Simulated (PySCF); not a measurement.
# Core binding energy against partial charge

C₃H₆BP.
Cartesian coordinates in Å at the PBE0-D3(BJ)/def2-SVP level; atoms count from 1:
```xyz
11
C3H6BP angstrom
C     -2.4292    0.7971    0.4338
C     -1.1427    0.1596    0.2411
C     -0.0586   -0.3851    0.0838
B      1.2859   -1.0359   -0.0911
P      2.7628   -0.0795   -0.7737
H     -2.4996    1.2018    1.4564
H     -2.5688    1.6371   -0.2645
H     -3.2590    0.0863    0.2971
H      1.4235   -2.2263    0.0693
H      2.6431    1.1824   -0.1338
H      3.8258   -0.6229   -0.0049
```

Binding energies: delta-SCF UKS SCAN, pcX-2 on the ionised atom, pcseg-1 elsewhere, spin-free X2C in PySCF 2.14.0. Charges: PBE0/pcSseg-1 ground-state density, for the ionised atom.

```csv
atom,environment,C 1s (eV),Mulliken (e),IAO (e),Hirshfeld (e),ESP (e)
C3,alkyne carbon,289.74,-0.222,-0.170,-0.146,-0.469
C2,alkyne carbon,290.35,-0.210,+0.019,-0.009,+0.283
C1,propargylic carbon,291.77,-0.190,-0.430,-0.089,-0.562
```

Problem. How well does each charge scheme correlate with the binding energies over these sites?

Solution. Mulliken: r = 1.00, slope 64.4 eV per e; Hirshfeld: r = 0.20, slope 3.0 eV per e; ESP: r = -0.32, slope -0.7 eV per e; IAO: r = -0.74, slope -3.4 eV per e. Mulliken charges have the highest r, on only 3 points.

Problem. The point-charge model writes a binding energy as kq + V + constant, with V the potential of the other atoms' charges at the site. What does it give with the IAO charges?

Solution. V = Σ 14.40 eV Å × q/r over all other atoms: +0.05 eV at C3, -2.66 eV at C2, +6.23 eV at C1. Fitting binding energy − V to q gives k = 16.6 eV per e and leaves an rms residual of 0.08 eV, against 0.57 eV for the fit on q alone. The model has no term for differences in relaxation between sites.

Spin contamination (⟨S²⟩ against 0.75 for a pure doublet) is marked for C 1s of C2 (0.87), which makes this value less certain. One conformer (not necessarily the lowest) at the PBE0-D3(BJ)/def2-SVP geometry, without solvent, vibrations or thermal averaging.
